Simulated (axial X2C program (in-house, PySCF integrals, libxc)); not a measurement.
**Low determinants of MgW at the PBE0 level, spin-free**

Calculated with an in-house all-electron X2C program for linear molecules (integrals from PySCF). Spin-free means the one-electron spin-free X2C Hamiltonian. Basis: W dyall-cv3z [13s14p9d7f4g], Mg dyall-cv3z [9s8p6d3f] (cores contracted in-house); Gaussian nuclei, density fitting, unrestricted open shells. Masses: W 183.951 u, Mg 23.985 u.

Search at 2.760 Å (vertical energies from the lowest determinant):

| ΔE (eV) | state | electrons beyond evenly filled partner blocks | electrons in σ, π, δ, φ |
| --- | --- | --- | --- |
| 0.00 | M_S = 3, Λ = 0 | 2 × σα, π+α, π-α, δ+α, δ-α | 34 34 14 4 |
| 0.51 | M_S = 2, Λ = 0 | π+α, π-α, δ+α, δ-α | 34 34 14 4 |
| 1.41 | M_S = 2, Λ = 2 | σα, π+α, π-α, δ+α | 35 34 13 4 |
| 1.64 | M_S = 2, Λ = 1 | σα, π+α, δ+α, δ-α | 35 33 14 4 |
| 1.97 | M_S = 3, Λ = 1 | σα, 2 × π+α, π-α, δ+α, δ-α | 33 35 14 4 |
| 2.67 | M_S = 3, Λ = 1 | 2 × σα, π+α, 2 × π-α, δ+α | 34 35 13 4 |
| 3.92 | M_S = 1, Λ = 2 | σα, δ+α, δ+β, δ-α | 35 32 15 4 |

Lowest determinant, M_S = 3, Λ = 0 (beyond evenly filled blocks: 2 × σα, π+α, π-α, δ+α, δ-α): Re = 2.812 Å, ωe = 201.4 cm⁻¹.

The determinant in row 2 of the search, M_S = 2, Λ = 0 (beyond evenly filled blocks: π+α, π-α, δ+α, δ-α), was followed along the bond at PBE0; measured from the minimum of the lowest determinant it gives:

Te = 0.510 eV (4115 cm⁻¹), Re = 2.773 Å, ωe = 214.6 cm⁻¹.

(1) Compare the bond of the determinant in row 2 with that of the lowest one.

The search compares states at one distance, so a state with another bond length can lie lower; it is not exhaustive and yields mostly the lowest determinant of each block pattern, so other components and higher states of one pattern are missing. These are energies of single determinants, not of spin-adapted states; PBE0 term energies can be off by some tenths of an eV, and the functional has no current term. The lowest determinant need not be the ground state where others lie within half an eV. Spin–orbit coupling is large for these atoms, so the spin-free order is a model. Row 2 is spin-contaminated (⟨S²⟩ = 6.87 against 6.00), so its values are not those of a pure state.

Answers

(1) At PBE0 its Re is 0.039 Å shorter and its force constant, which goes as ωe², is 1.14 times that of the lowest determinant. This determinant mixes spin states, so it has no term energy of its own.
